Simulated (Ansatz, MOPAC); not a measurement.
Molecule: C$_{6}$H$_{8}$, charge 0, multiplicity 1. SMILES: C1CC2=C1CC2
Geometry: optimised at B3LYP-D3(BJ)/def2-TZVP (Ansatz, a first-principles code).

Wanted: vertical ionisation energy to the doublet, in eV. Set-up: each state is the SCF solution reached for its charge and spin; open shells spin-unrestricted; non-relativistic; no spin-orbit coupling; valence correlation only; six Cartesian d functions in 6-31G* and its kin unless marked 5d; dispersion terms only where a functional's name holds one. Basis-set limits of correlation are two-point, X^-3; Hartree-Fock from the larger set. [CCSD(T)-MP2]/basis is that difference in the basis named. First-principles rows: single points at B3LYP-D3(BJ) geometries (Ansatz). Semi-empirical rows: differences of heats of formation at the shared geometry for vertical values.

```csv
species,coefficient,"E at B3LYP/6-31G* (Ansatz), Eh","E at PBE/def2-TZVPD (Ansatz), Eh","heat of formation at PM6 (MOPAC), kcal/mol"
"charge 1, doublet",+1,-233.00344,-232.76666,290.49
"charge 0, singlet",-1,-233.31642,-233.08377,88.93
```

Coupled cluster (Ansatz) is a level with limits of its own, used here on species with T1 under 0.025 (0.045 for open shells) and stable references: RI-MP2/CBS(aug-cc-pVTZ,aug-cc-pVQZ)+[CCSD(T)-MP2]/aug-cc-pVTZ. Value to compare with, RI-MP2/CBS(aug-cc-pVTZ,aug-cc-pVQZ)+[CCSD(T)-MP2]/aug-cc-pVTZ (Ansatz): 9.07 eV. 1 Eh = 27.2114 eV and 1 eV = 23.0605 kcal/mol.

Task: Compute it at each level from the table, and compare with RI-MP2/CBS(aug-cc-pVTZ,aug-cc-pVQZ)+[CCSD(T)-MP2]/aug-cc-pVTZ (Ansatz).

Result: 
- B3LYP/6-31G*: the sum of coefficient times E is 0.31298 Eh, or 8.517 eV. Result: 8.52 eV. Its difference against RI-MP2/CBS(aug-cc-pVTZ,aug-cc-pVQZ)+[CCSD(T)-MP2]/aug-cc-pVTZ (Ansatz) is -0.55 eV.
- PBE/def2-TZVPD: the sum of coefficient times E is 0.31711 Eh, or 8.629 eV. Result: 8.63 eV. Its difference against RI-MP2/CBS(aug-cc-pVTZ,aug-cc-pVQZ)+[CCSD(T)-MP2]/aug-cc-pVTZ (Ansatz) is -0.44 eV.
- PM6: the sum of coefficient times heat of formation is 201.56 kcal/mol, or 8.74 eV. Its difference against RI-MP2/CBS(aug-cc-pVTZ,aug-cc-pVQZ)+[CCSD(T)-MP2]/aug-cc-pVTZ (Ansatz) is -0.33 eV.
